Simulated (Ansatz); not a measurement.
This geometry of C₂H₆ClNSi₂ (12 atoms, charge 0, multiplicity 1) is a first-order saddle point.

Level of theory: Ansatz 0.2.0, RKS BLYP-D4/STO-3G.

```xyz
12
Properties=species:S:1:pos:R:3
Si 0.246 -1.840 -0.714
C 0.864 -0.363 0.317
Si -0.427 0.946 0.725
Cl -2.001 0.154 1.906
C -0.728 2.433 -0.205
N -0.035 2.759 0.926
H 0.980 -1.888 -1.969
H 0.466 -3.076 0.019
H -1.172 -1.705 -1.008
H 1.686 0.153 -0.216
H 1.292 -0.730 1.269
H -1.094 3.101 -1.015
```

(1) Which two structures does it join? (They come from a converged band through this point; their orientation in space is the band's.)

(2) How far does it lie above each of them?

Answers

(1) No bond is made or broken. The dihedral H8–Si1–C2–Si3 goes from -180 to -62°.

Image 0:

```xyz
12
Properties=species:S:1:pos:R:3
Si 0.069 -1.917 -0.447
C 0.602 -0.472 0.660
Si -0.418 1.100 0.460
Cl -2.424 0.825 1.094
C -0.065 2.430 -0.669
N 0.287 2.823 0.590
H 0.187 -1.522 -1.842
H 0.929 -3.063 -0.196
H -1.312 -2.271 -0.164
H 1.656 -0.204 0.449
H 0.560 -0.783 1.722
H 0.004 2.999 -1.622
```

Image 8:

```xyz
12
Properties=species:S:1:pos:R:3
Si 0.284 -1.776 -0.843
C 0.933 -0.300 0.157
Si -0.395 0.858 0.825
Cl -1.742 -0.148 2.120
C -0.930 2.374 0.062
N -0.127 2.679 1.125
H 1.409 -2.555 -1.337
H -0.556 -2.611 -0.001
H -0.496 -1.288 -1.969
H 1.608 0.314 -0.472
H 1.539 -0.667 1.007
H -1.450 3.063 -0.639
```

(2) 1.2 kcal/mol above the first and 1.2 kcal/mol above the second. This is the barrier of this one path; another mechanism may lie lower. Limits of this set-up: minimal basis.

The run took 2 min on 1 thread of Arm Neoverse V1, on a shared host, peak memory 0.1 GiB.
